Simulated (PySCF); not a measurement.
## Te²⁺ (tellurium, charge +2) across methods

[Kr] 4d10 5s1 5p2 5d1, one real determinant (an excited configuration). All numbers are calculated (PySCF 2.14, the spin-free X2C one-electron Hamiltonian (Gaussian nucleus), in x2c-QZVPPall with one added diffuse shell each of s, p, d, f type (14s10p8d5f1g, 128 functions)).

```csv
method,E (hartree),mean ε 5s α (eV),mean ε 5p α (eV),mean ε 5d α (eV),Σ⟨r²⟩ (bohr²),⟨S²⟩
r2SCAN0,-6792.01,-38.960,-27.503,-13.602,47.44,6.002
BHandHLYP,-6792.01,-40.047,-28.194,-13.897,47.52,6.001
TPSS,-6791.73,-36.590,-25.821,-13.060,47.14,6.001
PBE0,-6791.67,-38.449,-27.151,-13.635,47.22,6.001
LDA,-6785.66,-36.807,-25.877,-12.965,46.98,6.001
UHF,-6789.28257,-43.421,-30.740,-14.884,48.42,6.002
r2SCAN,-6792.03,-37.211,-26.244,-13.079,47.37,6.002
PBE,-6791.59,-36.544,-25.756,-13.057,47.09,6.001
```

⟨L²⟩ = 7.59 against 12 for a pure F term, so this real determinant mixes terms. The outer electron is Rydberg-like, and this basis confines it to a smaller radius and binds it less than a complete one would.
